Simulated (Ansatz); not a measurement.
A run of Ansatz (development build ahead of 0.2.0) on singlet BF3 in separate pieces at this shape:

```xyz
4

B     0.0000    0.0000    0.0000
F     0.0000    1.3218    0.0000
F     1.1447   -0.6609    0.0000
F    -3.4340   -1.9826    0.0000
```

Its results:

```yaml
Converged: yes
Total_energy: -324.11957 hartree
Spin_squared_of_the_determinant: 0.905
Stability_test: minimum
```

(1) Which input gives this output? Name the method, the orbitals and the basis set, and write the input.

Answers

(1) PBE0 (unrestricted) in pcseg-2.

```yaml
crystal:
  periodic: [false, false, false]
  atoms:
    - { symbol: B, position_ang: [0.0, 0.0, 0.0] }
    - { symbol: F, position_ang: [0.0, 1.3218, 0.0] }
    - { symbol: F, position_ang: [1.1447, -0.6609, 0.0] }
    - { symbol: F, position_ang: [-3.434, -1.9826, 0.0] }
basis:
  gaussian: { orbitals: pcseg-2 }
magnetization:
  spin_polarized: true
hamiltonian:
  xc: pbe0
```

Caution: charge can spread falsely over distant fragments; the unrestricted determinant is a mixture of spin states.
